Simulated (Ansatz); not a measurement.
FHSn (SMILES [F][SnH]), charge 0, multiplicity 1, relaxed at each level with Ansatz (an electronic-structure program); harmonic frequencies from differences of analytic forces, average atomic masses, frozen cores. Elements past Kr take the def2 small-core potentials, without spin–orbit coupling.

Q: Give the equilibrium geometry, the harmonic frequencies and the zero-point energy at MP2/def2-TZVPP.

A: 
(charge 0, multiplicity 1):
```xyz
3

Sn    -0.0923    -0.1746     0.2107
H     -1.0299    -1.0818    -0.9980
F      0.6146     1.0844    -1.0992
```
Frequencies (cm⁻¹): 595, 640, 1769. Zero-point energy 4.29 kcal/mol.

Q: Give the equilibrium geometry, the harmonic frequencies and the zero-point energy at CCSD(T)/def2-TZVPP.

A: 
(charge 0, multiplicity 1):
```xyz
3

Sn    -0.089    -0.171     0.212
H     -1.034    -1.087    -1.001
F      0.616     1.086    -1.098
```
Frequencies (cm⁻¹): 595, 628, 1716. Zero-point energy 4.20 kcal/mol.
